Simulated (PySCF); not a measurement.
**A search over the determinants of AlBr⁺**

Unrestricted PBE0; PySCF, no relativity, basis sets Al def2-TZVPPD, Br def2-TZVPPD. Outer shells of the fragments: Al+ 3s2; Br 3d10 4s2 4p5.

Followed along the bond (rough minima from three points):

```
2Ms+1   unpaired  ⟨S²⟩ at the start  R at minimum (Å)  Te (eV)
    2        σ ↑               0.76              2.19     0.00
    2        π ↑               0.75  none in the scan   ≤ 1.40
    4  σ ↑, π ↑↑               3.75  none in the scan   ≤ 4.54
```

Solutions found at the starting distance of 2.410 Å, counted from the lowest of them; the search is not exhaustive and high or unbound solutions are not listed, so other states can lie among these:

```
2Ms+1   unpaired   term  E (eV)  ⟨S²⟩  ⟨Lz²⟩  μ (D)
    2        σ ↑    ²Σ⁺    0.00  0.76   0.00  -8.02
    2        π ↑     ²Π    1.44  0.75   1.01  -3.19
    4  σ ↑, π ↑↑  mixed    4.29  3.75   2.01  -3.41
    4  σ ↑, π ↑↑  mixed    4.45  3.75   2.01  -3.34
    2  σ ↑, π ↑↓  mixed    4.53  1.75   2.01  -3.35
    4  σ ↑↑, π ↑     ⁴Π    6.22  3.76   1.00  -4.39
    4  σ ↑↑, π ↑     ⁴Π    6.42  3.75   1.01  -3.08
    4      σ ↑↑↑    ⁴Σ⁺    8.23  3.76   0.00  -4.18
```

A term symbol is given only where ⟨S²⟩ and ⟨Lz²⟩ are close to those of a pure state; real π, δ and φ orbitals otherwise mix terms. A positive dipole points towards Br; it is taken about the centre of mass and depends on that origin.

Spin–orbit coupling is left out. Counting both spins, an empty level lies below a filled one in some of these solutions, because spin and occupation are held.
